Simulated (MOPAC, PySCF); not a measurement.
[Cd(Cl)(Br)], neutral singlet in the gas phase. 

Cartesian coordinates (Å):
```xyz
3

Cd     0.0041    -0.0013    -0.0169
Cl    -0.5374     0.1699     2.2037
Br     0.5745    -0.1816    -2.3559
```
Charge 0, spin multiplicity 1.

All levels are single points at this geometry (PBE-D3(BJ)/def2-SVP); Pople sets use spherical d functions. Orbital energies aren't observables, and empty levels follow the basis.

| level | HOMO (eV) | LUMO (eV) | gap (eV) | dipole (D) | vertical IE, Delta-SCF (eV) |
|---|---|---|---|---|---|
| TPSSh-D3(BJ)/def2-TZVP in PySCF | -7.86 | -2.74 | 5.13 | 0.37 | – |
| B3LYP/6-31G* (LANL2DZ on Cd) in PySCF | -8.22 | -2.71 | 5.52 | 0.37 | 10.58 |
| BP86/6-31G* (LANL2DZ on Cd) in PySCF | -7.34 | -3.32 | 4.02 | 0.36 | – |
| PBE/6-31G* (LANL2DZ on Cd) in PySCF | -7.23 | -3.20 | 4.03 | 0.36 | – |
| HF/6-31G* (LANL2DZ on Cd) in PySCF | -11.44 | 0.63 | 12.07 | 0.37 | 10.07 |
| PM6 in MOPAC | -10.70 | -1.34 | 9.36 | 0.96 | – |
